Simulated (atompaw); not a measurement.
## Logarithmic derivatives: cobalt, PAW (atompaw)

| Item | Value |
| --- | --- |
| Element | cobalt (Co) |
| Generator | atompaw 4.2.0.5 |
| Type | PAW |
| Functional | PBE |
| Relativity | scalar-relativistic |
| Frozen core | [Ne] |
| Valence charge | 17 |
| Reference configuration | 3s2 3p6 3d7 4s1.75 4p0.25 |
| Partial waves | 3s (bound): rc 0.95 bohr; 4s (bound): rc 1.30 bohr; 3p (bound): rc 0.90 bohr; 4p (bound): rc 1.35 bohr; 3d (bound): rc 1.45 bohr; 3d channel at 2.35 Ry: rc 1.45 bohr |
| Local potential | bessel scheme, radius 1.25 bohr |
| Core correction | smooth core density matched at 0.75 bohr |
| Augmentation charge | besselshape compensation charge, radius 1.05 bohr; PAW radius 1.45 bohr; waves and projectors: custom rrkj gramschmidtortho |

The phase is arctan(r·u′/u) with u = r·R(r), unwrapped; energies in Ry, scanned from -10 to 5 Ry. A pole is an energy at which the radial function vanishes at the test radius. The pseudo phase is shifted by a multiple of π to meet the all-electron one at the reference energy, and phase errors are pseudo minus all-electron; the curves can meet again beyond the range given. Levels narrower than the energy grid can be missing from the lists of poles.

Question: For each channel, where are the poles, and over which energies does the pseudopotential scatter like the atom?

Answer:

| channel | radius (bohr) | reference energy (Ry) | poles, all-electron | poles, pseudo | unbroken range about the reference energy with phases within 0.05 rad | phase error 1 Ry above the reference energy (rad) |
| --- | --- | --- | --- | --- | --- | --- |
| s | 1.45 | -0.43 | -6.94 | -6.94 | the whole range | +0.000 |
| p | 1.45 | -0.11 | -4.02 | -4.02 | the whole range | +0.000 |
| d | 1.45 | -0.64 | 0.67 | 0.67 | the whole range | +0.000 |

Phases in the d channel:

```tsv
E (Ry)	all-electron	pseudo
-10.00	1.352	1.352
-9.52	1.346	1.346
-9.04	1.340	1.340
-8.56	1.333	1.333
-8.08	1.326	1.326
-7.60	1.317	1.317
-7.12	1.308	1.308
-6.64	1.298	1.298
-6.16	1.286	1.286
-5.68	1.272	1.272
-5.20	1.255	1.256
-4.72	1.236	1.236
-4.24	1.211	1.211
-3.76	1.180	1.180
-3.28	1.137	1.137
-2.80	1.076	1.076
-2.32	0.979	0.979
-1.84	0.797	0.797
-1.36	0.383	0.383
-0.88	-0.482	-0.482
-0.40	-1.137	-1.137
0.08	-1.412	-1.412
0.56	-1.549	-1.549
1.04	-1.633	-1.633
1.52	-1.695	-1.695
2.00	-1.745	-1.745
2.48	-1.790	-1.790
2.96	-1.834	-1.834
3.44	-1.881	-1.881
3.92	-1.932	-1.932
4.40	-1.993	-1.992
4.88	-2.067	-2.066
```
